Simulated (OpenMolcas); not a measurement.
# Ho III: effect of the level shift or regulariser

```
Program             : OpenMolcas
Basis               : ANO-RCC-VTZP [8s7p5d3f2g1h]
Scalar Hamiltonian  : DKH2, point nucleus
Active space        : 11 electrons in 7 orbitals (4f)
State averaging     : 2S+1 = 4 odd, 35 roots; 2S+1 = 2 odd, 112 roots (96 in the spin-orbit step)
Spin-orbit coupling : RASSI with atomic mean-field integrals over the reference wave functions, term energies averaged over their components
```

Methods on the same reference wave functions:
A. CASSCF
B. MS-CASPT2, IPEA 0.25 Eh, imaginary shift 0.1 Eh (closed shells correlated: 5s 5p)
C. MS-CASPT2, IPEA 0.25 Eh, real shift 0.2 Eh (closed shells correlated: 5s 5p)

Energies in cm⁻¹ above 4f¹¹ ⁴I°_15/2, the measured ground level; measured values from Martin, Zalubas and Hagan, Atomic Energy Levels: The Rare-Earth Elements, NSRDS-NBS 60 (1978); whole-number values converted from NIST levels in rydberg listed in Nahar, Atoms 12, 24 (2024).

| Level | A | B | C | Measured |
| --- | --- | --- | --- | --- |
| 4f¹¹ ⁴I°_15/2 | 0.0 | 0.0 | 0.0 | 0.0 |
| 4f¹¹ ⁴I°_13/2 | 5539 | 5580 | 5580 | 5439 |
| 4f¹¹ ⁴I°_11/2 | 9077 | 8790 | 8790 | 8644 |
| 4f¹¹ ⁴I°_9/2 [63 %] | 11597 | 10870 | 10870 | 10770 |
| 4f¹¹ ⁴F°_9/2 [63 %] | 17371 | 14120 | 14140 | 13330 |
| 4f¹¹ ²H°_11/2(1) [65 %] | 20360 | 17610 | 17620 | 16891 |
| 4f¹¹ ⁴S°_3/2 [70 %] | 21432 | 17650 | 17670 |  |
| 4f¹¹ ⁴F°_7/2 | 22644 | 18940 | 18960 | 17867 |
| 4f¹¹ ⁴F°_5/2 | 24483 | 20600 | 20610 | 19375 |
| 4f¹¹ ⁴F°_3/2 [65 %] | 24799 | 20900 | 20920 |  |
| 4f¹¹ ²K°_15/2 | 29062 | 26180 | 26190 |  |
| 4f¹¹ ⁴G°_11/2 | 29700 | 25010 | 25030 |  |
| 4f¹¹ ²G°_7/2 [67 %] | 29888 | 25960 | 25970 |  |
| 4f¹¹ ²K°_13/2 | 33807 | 30820 | 30830 |  |
| 4f¹¹ ⁴G°_7/2 [73 %] | 36488 | 31720 | 31740 |  |
| 4f¹¹ ²P°_1/2 | 36540 | 31200 | 31220 |  |
| 4f¹¹ ⁴G°_5/2 | 37146 | 31890 | 31910 |  |
| 4f¹¹ ²D°_5/2(1) | 37852 | 32870 | 32880 |  |
| 4f¹¹ ²I°_11/2 [69 %] | 45579 | 39920 | 39940 |  |
| 4f¹¹ ²L°_17/2 | 45861 | 41090 | 41100 |  |
| 4f¹¹ ²I°_13/2 | 47099 | 41940 | 41950 |  |
| 4f¹¹ ⁴D°_7/2 | 47325 | 39570 | 39600 |  |
| 4f¹¹ ⁴D°_3/2 [72 %] | 49727 | 42040 | 42070 |  |
| 4f¹¹ ²L°_15/2 | 51013 | 46310 | 46320 |  |

Deviations, from unrounded energies. A percentage is the sum of absolute deviations over the sum of measured energies, with the sign that they share, or ± where signs differ.

```
                        Against measurement  Levels      A     B     C
             mean absolute deviation (cm-1)       7   2700   600   610
      fine structure of the ground term (%)       3   +5.5  +1.5  +1.6
other terms of the ground configuration (%)       4  +25.8  +5.6  +5.7
```

B, C lie about equally close to measurement and A furthest from it. The largest miss of B in the table is 4f¹¹ ⁴F°_5/2, by +1200 cm-1. The ranking rests on the paired levels alone, and a cruder setting can come out closer through cancelling errors.

Between B and C the level of the table that moves most is 4f¹¹ ⁴D°_7/2, by 28 cm-1 (lowest in B, highest in C). Moves below CASPT2's spread within the term are not significant.

The two smallest mean deviations differ by little beside CASPT2's spread within terms, so their order carries little weight.

From A to B the spin-free energies of the other terms of 4f¹¹ shown, above ⁴I°, scale by factors of 0.78 to 0.88, as is usual when dynamic correlation screens the repulsion within a d or f shell.

The lowest spin-free term lies below A's lowest term by 0.996 hartree in B, 0.994 hartree in C.

Term energies are means over components that CASPT2 splits; among the terms shown or strongly mixed into the levels shown the widest spread is 920 cm-1 (4f¹¹ ²L°, B). High states are left out of the spin-orbit mixing, which shifts the levels that they would mix with. Without dynamic correlation excited terms often stand tens of per cent too high (terms of higher spin than the ground term too low), and those without a measured partner can miss by more than the paired ones (holds for A). Some levels mix across a computed gap that differs much from the measured one, so their mixing is not that of the real levels (holds for A). Blocks of more than 70 roots (2S+1 = 2 odd) ran without multistate coupling (holds for B; C). The CASPT2 spread within a term exceeds the gap to the next term for 4f¹¹ ⁴G° and 4f¹¹ ²K°, 4f¹¹ ²D°(2) and 4f¹¹ ²H°(2), so the order of their levels is uncertain (holds for B; C). Computed and measured levels are paired by configuration, term and J; levels that our copy of the source lacks, or whose pairing is in doubt (as where it misses far off the trend of its configuration), stay unpaired and out of the deviations. Levels of configurations outside the active space are missing. The table leaves out levels that lie high or whose names do not pair safely across all columns.

A share in square brackets marks a mixed level and gives the weight of the term that names it, the lowest over the columns. A number in round brackets counts repeated terms of one configuration in the order of the reference energies. ° marks odd parity.
